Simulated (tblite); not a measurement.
Record of a relaxation.

C7H13FO2.
Numbering: `[CH3:1][CH2:2][C@@:3]1([O:4][C@@H:5]([CH3:6])[F:7])[CH2:8][CH2:9][O:10]1` (hydrogens: H11, H12, H13 on C1; H14, H15 on C2; H16 on C5; H17, H18, H19 on C6; H20, H21 on C8; H22, H23 on C9)

Computed with GFN2-xTB (tblite), gas phase: L-BFGS steps from a force-field or distance-geometry start until the largest atomic force falls under 0.01 eV/Å. 5 of its 102 geometries are shown.

Step 0: E = -938.2148 eV, largest atomic force 1.430 eV/Å
```
atom  x, y, z in Å  |  force x, y, z in eV/Å
C1     -1.114   -2.334    0.303   -0.494  -0.251   0.346
C2     -1.606   -1.037   -0.357    0.591  -0.621   0.301
C3     -0.630    0.117   -0.075   -0.282   0.003   0.071
O4      0.662   -0.192   -0.620   -0.152   0.268   1.085
C5      1.785    0.422   -0.004   -0.738  -0.848  -0.884
C6      3.043   -0.121   -0.648    0.683  -0.419  -0.054
F7      1.712    1.757   -0.277    0.117   0.561   0.294
C8     -1.212    1.496   -0.465    0.000   0.211  -0.198
C9     -1.165    1.788    1.024    0.029   0.197   0.566
O10    -0.662    0.473    1.333    0.253   0.250  -0.943
H11    -0.152   -2.643   -0.092    0.042   0.109  -0.031
H12    -1.840   -3.142    0.115    0.275   0.307   0.054
H13    -1.028   -2.213    1.398   -0.004   0.078  -0.568
H14    -2.598   -0.807    0.033    0.144   0.265   0.120
H15    -1.705   -1.189   -1.425    0.171   0.076  -0.238
H16     1.799    0.268    1.084   -0.230   0.241  -0.018
H17     3.041    0.058   -1.723   -0.176   0.044   0.104
H18     3.129   -1.206   -0.489   -0.111   0.451   0.044
H19     3.931    0.377   -0.228   -0.443  -0.191  -0.062
H20    -2.218    1.483   -0.895    0.235  -0.179   0.061
H21    -0.575    2.128   -1.081    0.060  -0.139   0.055
H22    -2.142    1.965    1.498    0.215  -0.094  -0.019
H23    -0.461    2.581    1.334   -0.185  -0.317  -0.087
```

Step 25: E = -938.3849 eV, largest atomic force 0.050 eV/Å
```
atom  x, y, z in Å  |  force x, y, z in eV/Å
C1     -1.080   -2.338    0.307    0.010   0.021  -0.013
C2     -1.560   -1.063   -0.377   -0.005  -0.009  -0.001
C3     -0.651    0.129   -0.076   -0.011  -0.012  -0.012
O4      0.626   -0.169   -0.608    0.016   0.005   0.006
C5      1.723    0.429   -0.030    0.042  -0.003  -0.009
C6      2.979   -0.161   -0.645    0.016  -0.014  -0.016
F7      1.714    1.801   -0.283    0.028  -0.018  -0.035
C8     -1.206    1.520   -0.455   -0.010  -0.030   0.005
C9     -1.144    1.788    1.050   -0.028   0.023  -0.020
O10    -0.626    0.477    1.306   -0.026   0.014  -0.029
H11    -0.110   -2.627   -0.090    0.003   0.005   0.041
H12    -1.786   -3.147    0.134    0.019   0.038   0.004
H13    -0.989   -2.170    1.378    0.017   0.000  -0.028
H14    -2.562   -0.812   -0.025    0.001   0.007  -0.024
H15    -1.584   -1.203   -1.459   -0.005   0.041   0.012
H16     1.707    0.349    1.068   -0.006  -0.012  -0.032
H17     2.951   -0.010   -1.721   -0.022   0.005  -0.014
H18     3.016   -1.224   -0.437    0.001  -0.010   0.030
H19     3.858    0.329   -0.238   -0.021   0.010   0.035
H20    -2.197    1.514   -0.899    0.008  -0.024   0.026
H21    -0.529    2.117   -1.060   -0.027  -0.022   0.036
H22    -2.107    1.929    1.544   -0.024   0.010   0.018
H23    -0.447    2.570    1.358    0.024  -0.025   0.020
```

Step 50: E = -938.3943 eV, largest atomic force 0.044 eV/Å
```
atom  x, y, z in Å  |  force x, y, z in eV/Å
C1     -1.047   -2.306    0.299    0.000  -0.005  -0.003
C2     -1.549   -1.057   -0.415   -0.006  -0.022   0.005
C3     -0.662    0.142   -0.091   -0.008  -0.013   0.003
O4      0.612   -0.141   -0.640    0.001   0.023   0.001
C5      1.717    0.448   -0.073    0.015   0.007   0.009
C6      2.967   -0.213   -0.622   -0.003   0.020  -0.005
F7      1.753    1.805   -0.401    0.012  -0.020  -0.011
C8     -1.240    1.534   -0.423    0.005  -0.008  -0.009
C9     -1.149    1.771    1.084   -0.009  -0.003  -0.002
O10    -0.631    0.453    1.300    0.021   0.004  -0.007
H11    -0.060   -2.571   -0.070   -0.011  -0.008   0.006
H12    -1.724   -3.141    0.133    0.000   0.014  -0.006
H13    -0.978   -2.111    1.367   -0.012  -0.008  -0.011
H14    -2.567   -0.824   -0.098    0.006  -0.012   0.013
H15    -1.536   -1.199   -1.496   -0.002   0.005   0.010
H16     1.681    0.425    1.027   -0.030   0.014  -0.002
H17     2.960   -0.133   -1.705    0.006  -0.030   0.001
H18     2.977   -1.260   -0.334    0.002   0.042  -0.013
H19     3.845    0.290   -0.227    0.003  -0.013   0.004
H20    -2.244    1.515   -0.839    0.002   0.000  -0.002
H21    -0.592    2.155   -1.032    0.017   0.009   0.002
H22    -2.100    1.905    1.603   -0.018   0.017   0.009
H23    -0.439    2.541    1.395    0.007  -0.015   0.010
```

Step 76: E = -938.4014 eV, largest atomic force 0.026 eV/Å
```
atom  x, y, z in Å  |  force x, y, z in eV/Å
C1     -1.067   -2.326    0.264    0.002   0.004  -0.006
C2     -1.553   -1.050   -0.412   -0.003   0.003   0.000
C3     -0.649    0.135   -0.076   -0.002   0.006  -0.009
O4      0.615   -0.155   -0.637    0.002  -0.013   0.009
C5      1.716    0.520   -0.165    0.012   0.002  -0.005
C6      2.973   -0.228   -0.569   -0.004   0.000  -0.001
F7      1.766    1.796   -0.729    0.005   0.008  -0.006
C8     -1.226    1.534   -0.378    0.002   0.011   0.004
C9     -1.144    1.736    1.135    0.000   0.000   0.009
O10    -0.598    0.424    1.321   -0.006  -0.005  -0.010
H11    -0.061   -2.561   -0.070   -0.008  -0.017  -0.007
H12    -1.727   -3.154    0.019    0.009  -0.003   0.013
H13    -1.052   -2.187    1.342    0.000   0.003  -0.009
H14    -2.564   -0.814   -0.079    0.001   0.006   0.001
H15    -1.553   -1.165   -1.497    0.004  -0.001   0.008
H16     1.661    0.693    0.921   -0.011  -0.023  -0.002
H17     2.996   -0.318   -1.652    0.008  -0.003   0.014
H18     2.959   -1.220   -0.127   -0.003   0.016   0.008
H19     3.848    0.316   -0.227   -0.006   0.002  -0.016
H20    -2.225    1.530   -0.804   -0.001  -0.007   0.004
H21    -0.572    2.171   -0.965    0.006   0.001  -0.006
H22    -2.099    1.840    1.653   -0.010  -0.002   0.003
H23    -0.451    2.510    1.472    0.003   0.010   0.005
```

Step 101: E = -938.4041 eV, largest atomic force 0.009 eV/Å
```
atom  x, y, z in Å  |  force x, y, z in eV/Å
C1     -1.081   -2.331    0.235    0.003   0.000  -0.003
C2     -1.559   -1.040   -0.417    0.000   0.002  -0.001
C3     -0.640    0.130   -0.074   -0.003   0.003  -0.004
O4      0.618   -0.172   -0.636    0.001   0.001   0.002
C5      1.714    0.543   -0.212    0.007   0.002   0.002
C6      2.981   -0.227   -0.532    0.002  -0.001   0.003
F7      1.766    1.766   -0.883   -0.003   0.006   0.002
C8     -1.209    1.537   -0.355   -0.001   0.001   0.001
C9     -1.146    1.709    1.163    0.002  -0.001  -0.003
O10    -0.581    0.403    1.328   -0.001  -0.002  -0.005
H11    -0.097   -2.595   -0.142    0.000  -0.003  -0.001
H12    -1.774   -3.140    0.019    0.001  -0.003   0.005
H13    -1.016   -2.195    1.312   -0.002   0.002  -0.003
H14    -2.564   -0.797   -0.069    0.004   0.001   0.001
H15    -1.573   -1.141   -1.503   -0.004   0.004   0.003
H16     1.644    0.804    0.855    0.003   0.003  -0.002
H17     2.991   -0.470   -1.591   -0.004  -0.001   0.001
H18     3.001   -1.143    0.049   -0.001   0.001   0.000
H19     3.846    0.384   -0.291   -0.004  -0.007  -0.001
H20    -2.202    1.546   -0.795    0.001  -0.007   0.004
H21    -0.545    2.184   -0.921    0.000   0.001   0.006
H22    -2.110    1.787    1.671   -0.001  -0.003  -0.008
H23    -0.472    2.488    1.529    0.000   0.002  -0.001
```

Q: Summarise the path.

A: The energy falls by 0.1893 eV from step 0 to step 101; nine tenths of that is first reached at step 26. It falls at every step. The largest force goes from 1.430 to 0.009 eV/Å. Among the bonds O4–C5 changes most, from 1.420 to 1.376 Å; the atoms move by 0.274 Å rms after alignment.

Q: Follow the three bonds and two angles with the largest change from start to end.

A: 
| step | E above end (eV) | largest force (eV/Å) | O4–C5 (Å) | C5–F7 (Å) | C3–O4 (Å) | F7–C5–H16 (°) | C2–C3–O4 (°) |
| --- | --- | --- | --- | --- | --- | --- | --- |
| 0 | 0.1893 | 1.430 | 1.420 | 1.365 | 1.435 | 109.6 | 109.9 |
| 4 | 0.0536 | 0.180 | 1.383 | 1.397 | 1.422 | 105.0 | 108.5 |
| 9 | 0.0340 | 0.103 | 1.377 | 1.395 | 1.417 | 104.3 | 108.3 |
| 13 | 0.0281 | 0.074 | 1.378 | 1.394 | 1.415 | 105.0 | 108.1 |
| 18 | 0.0247 | 0.050 | 1.377 | 1.395 | 1.416 | 104.8 | 107.9 |
| 22 | 0.0220 | 0.088 | 1.379 | 1.393 | 1.415 | 104.8 | 107.7 |
| 26 | 0.0185 | 0.056 | 1.376 | 1.396 | 1.415 | 104.5 | 107.4 |
| 31 | 0.0154 | 0.058 | 1.376 | 1.394 | 1.415 | 104.8 | 107.0 |
| 35 | 0.0139 | 0.049 | 1.374 | 1.396 | 1.415 | 104.8 | 106.7 |
| 40 | 0.0122 | 0.045 | 1.376 | 1.396 | 1.416 | 104.8 | 106.4 |
| 44 | 0.0111 | 0.044 | 1.375 | 1.396 | 1.416 | 104.8 | 106.4 |
| 48 | 0.0103 | 0.036 | 1.375 | 1.395 | 1.415 | 104.9 | 106.4 |
| 53 | 0.0088 | 0.040 | 1.375 | 1.396 | 1.416 | 104.8 | 106.6 |
| 57 | 0.0082 | 0.021 | 1.375 | 1.396 | 1.416 | 104.9 | 106.6 |
| 61 | 0.0077 | 0.027 | 1.376 | 1.397 | 1.416 | 104.9 | 106.7 |
| 66 | 0.0061 | 0.060 | 1.376 | 1.395 | 1.414 | 104.8 | 106.4 |
| 70 | 0.0043 | 0.110 | 1.375 | 1.400 | 1.413 | 105.1 | 106.5 |
| 75 | 0.0028 | 0.030 | 1.376 | 1.396 | 1.412 | 104.9 | 106.4 |
| 79 | 0.0024 | 0.015 | 1.376 | 1.397 | 1.412 | 104.9 | 106.4 |
| 83 | 0.0022 | 0.015 | 1.376 | 1.396 | 1.412 | 105.1 | 106.4 |
| 88 | 0.0016 | 0.030 | 1.375 | 1.396 | 1.412 | 105.0 | 106.2 |
| 92 | 0.0008 | 0.032 | 1.376 | 1.396 | 1.411 | 105.1 | 106.2 |
| 97 | 0.0002 | 0.017 | 1.376 | 1.397 | 1.411 | 105.1 | 106.2 |
| 101 | 0.0000 | 0.009 | 1.376 | 1.396 | 1.411 | 105.1 | 106.4 |

What follows is the cost of the whole relaxation. Time: 1.4 s of wall time. Hardware: an Arm Neoverse N1 with one thread, on a shared host.
